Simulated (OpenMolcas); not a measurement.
**Predicting a hybrid from its neighbours: SnSiH4OF**

The species is SnSiH4OF (8 atoms), meant as a doublet with charge 0. SMILES: `[F][SnH][O][SiH3]`. The shape is that of a PBE0-D4/def2-TZVP optimisation. This is one conformer, not always the lowest.

The vertical energy of the quartet above the doublet y, in eV, basis def2-SVP with a core potential; a is the functional's share of exact exchange. Programs: OpenMolcas 26.06.

| functional | program | a | y (eV) |
| --- | --- | --- | --- |
| UTPSS | OpenMolcas | 0 | 6.44 |
| U-revPBE | OpenMolcas | 0 | 6.28 |
| UB3LYP | OpenMolcas | 0.2 | 6.70 |
| UPBE0 | OpenMolcas | 0.25 | ? |
| UBHLYP | OpenMolcas | 0.5 | 7.00 |

Question: Fit y = c + s·a to the known rows and predict UPBE0.

Answer: 
1. Means of the 4 rows: a = 0.1750, y = 6.605.
2. Σ(Δa)² = 0.1675, Σ(Δa·Δy) = 0.2165, so the slope is 0.2165/0.1675 = 1.2925.
3. Intercept: 6.605 − (1.2925) × 0.1750 = 6.379. The largest residual of the fit is 0.099.
4. UPBE0: 6.379 + (1.2925) × 0.25 = 6.70 eV.

The run gave 6.67 eV, so the prediction is off by +0.03 eV, within the largest residual. The rows mix families of semi-local functionals, which the line can't see. Spin-orbit coupling is left out.
